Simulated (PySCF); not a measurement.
AlClH4O2Si, SMILES [OH][Al]([OH])[SiH2]Cl. Geometry: TPSSh-D3(BJ)/def2-SVP. The structure was generated by enumeration; whether it is a known compound was not checked. One conformer was computed; it need not be the lowest.

Computed equilibrium geometry at TPSSh-D3(BJ)/def2-SVP (PySCF confirms it by a frequency run) as bond lengths and angles (one conformer of several):
Atoms: Si1 Cl2 Al3 O4 O5 H6 H7 H8 H9. Bond lengths (Å): Si1–Cl2 2.108, Si1–Al3 2.438, Si1–H6 1.490, Si1–H7 1.490, Al3–O4 1.703, Al3–O5 1.707, O4–H8 0.965, O5–H9 0.965. Angles (°): Cl2–Si1–Al3 104.9, Cl2–Si1–H6 107.2, Cl2–Si1–H7 107.2, Al3–Si1–H6 114.9, Al3–Si1–H7 115.0, H6–Si1–H7 107.1, Si1–Al3–O4 117.8, Si1–Al3–O5 122.7, O4–Al3–O5 119.5, Al3–O4–H8 125.0, Al3–O5–H9 124.6.
Charge 0, spin multiplicity 1.
